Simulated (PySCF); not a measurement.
# Vibration and rotation of Cu₂⁻

ROHF-SCS-MP2 constants of Cu₂⁻, doublet, unpaired electrons σ ↑ (PySCF, no relativity, basis sets Cu def2-TZVPPD; masses 62.9296 and 62.9296 u):

* ωe: 193.0 cm⁻¹
* ωexe: 1.22 cm⁻¹
* Be: 0.093485 cm⁻¹
* αe: 0.000729 cm⁻¹
* D (centrifugal): 8.77e-08 cm⁻¹

**Question.** Give the vibrational terms G(v) and spacings up to v = 6.

**Answer.** G(v) = ωe(v+½) − ωexe(v+½)².

```
v  G(v) (cm⁻¹)  G(v) − G(v−1)  Bv (cm⁻¹)
0         96.2                   0.09312
1        286.8          190.6    0.09239
2        474.9          188.1    0.09166
3        660.6          185.7    0.09093
4        843.8          183.2    0.09020
5       1024.6          180.8    0.08948
6       1203.0          178.4    0.08875
```

Correlated steps freeze 10 core orbitals. The state is the lowest single determinant that the PBE0 search found; with open d or f shells the true ground state can be another one.
